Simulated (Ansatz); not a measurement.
Born–Oppenheimer molecular dynamics of BBrH2S (5 atoms, charge 0, multiplicity 1). It starts at the highest image of a converged band, a first-order saddle point between two minima.

Method: RKS PBE0-D4/def2-SVP in Ansatz.

* ensemble: NVE (velocity Verlet)
* time step: 0.5 fs
* steps asked: 200
* starting velocities drawn for: 100 K
* seed: 2529

First frame:

```xyz
5
Properties=species:S:1:pos:R:3
B -0.391 -0.004 0.614
Br -0.211 -0.117 -1.778
S 1.197 0.175 1.106
H 0.969 0.052 -0.748
H -1.565 -0.106 0.806
```

(1) How far do the bonds stretch over the last three quarters of this one trajectory? (Pairs bonded in most of those frames.)

Answers

(1) 
```csv
bond,mean (Å),spread (Å),shortest,longest
B1–S3,1.613,0.011,1.60,1.65
B1–H5,1.190,0.023,1.16,1.22
Br2–H4,1.427,0.013,1.41,1.45
```

Mean temperature of the second half: 1091 K. The conserved energy stayed within 0.054 meV per atom of its start (net change 0.011 meV per atom), so the integration is sound. The system heated up, since it started high on the potential surface and ran downhill. A run of 0.1 ps of so small a system gives no equilibrium averages. The orbitals stay closed-shell, which can raise the energy where a bond breaks towards radicals; this wasn't checked here.

The run took 4.4 min on 2 threads of Arm Neoverse V1, with other jobs on the host, peak memory 0.14 GiB.
